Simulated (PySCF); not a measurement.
Correlation energy of Rh (rhodium, neutral)

[Kr] 4d7 5s1 6s1, high-spin 6F determinant (an excited configuration). All numbers are calculated (PySCF 2.14, a scalar-relativistic core potential, in aug-cc-pwCVDZ-PP with ECP28MDF (6s6p5d3f, 70 functions)). Frozen: 4s2 4p6; 9 electrons correlated.

```csv
level,correlation energy (mhartree)
CCSD,-187.17
(T),-4.23
CCSD(T),-191.40
```

Diagnostics: T1 = 0.012, D1 = 0.0479, largest double amplitude 0.044.

The outer electron is Rydberg-like, and this basis confines it to a smaller radius and binds it less than a complete one would.

Cost of the coupled-cluster step: roughly 19 core-seconds, for 9 correlated electrons.
